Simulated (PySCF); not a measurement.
Molecule: `C[Si](C)(C)[Si](C)(C)C`, C6H18Si2.

Numbering as in the mapped SMILES `[CH3:1][Si:2]([CH3:3])([CH3:4])[Si:5]([CH3:6])([CH3:7])[CH3:8]` (H(Xn): hydrogen on atom n).

Geometry PBE0-D3(BJ)/def2-SVP throughout; GIAO in PySCF, gas phase, one conformer, non-relativistic; equivalent atoms averaged; functional PBE0.

Task: How do the absolute shieldings σ depend on the basis set? (ppm; last column core-seconds on shared hosts with different chips, so compare them loosely)

Result: 
```
basis set  functions  C1/C3/C4/C6/C7/C8  Si2/Si5  H(C1)/H(C3)/H(C4)/H(C6)/H(C7)/H(C8)  core-s
   STO-3G         66              234.0    527.6                                32.61      11
 pcSseg-0        116              196.2    378.7                                32.77      32
    6-31G        116              201.8    459.6                                32.55      22
   6-31G*        156              195.9    432.2                                31.88      30
  cc-pVDZ        210              198.4    432.3                                31.22      83
 def2-SVP        210              195.5    423.6                                31.27      43
 pcSseg-1        240              187.0    373.0                                31.22      60
```

Task: Which nucleus moves most, in ppm?

Result: Si2/Si5 (silicon bonded to 3 C, Si): from 373.0 ppm with pcSseg-1 to 527.6 ppm with STO-3G. The smallest spread is 1.55 ppm, at H(C1)/H(C3)/H(C4)/H(C6)/H(C7)/H(C8). Proton shifts span only some 12 ppm, so a few tenths of a ppm matter as much there as several ppm in carbon.

Task: Taking the largest basis, pcSseg-1 (240 functions), as the yardstick, rank the others by their worst heavy-atom deviation.

Result: pcSseg-0 9.2 ppm (116 functions), def2-SVP 50.6 ppm (210 functions), 6-31G* 59.2 ppm (156 functions), cc-pVDZ 59.3 ppm (210 functions), 6-31G 86.6 ppm (116 functions), STO-3G 154.6 ppm (66 functions).

A small basis that lands close on one nucleus may do so by chance; judge by the trend and by all nuclei.
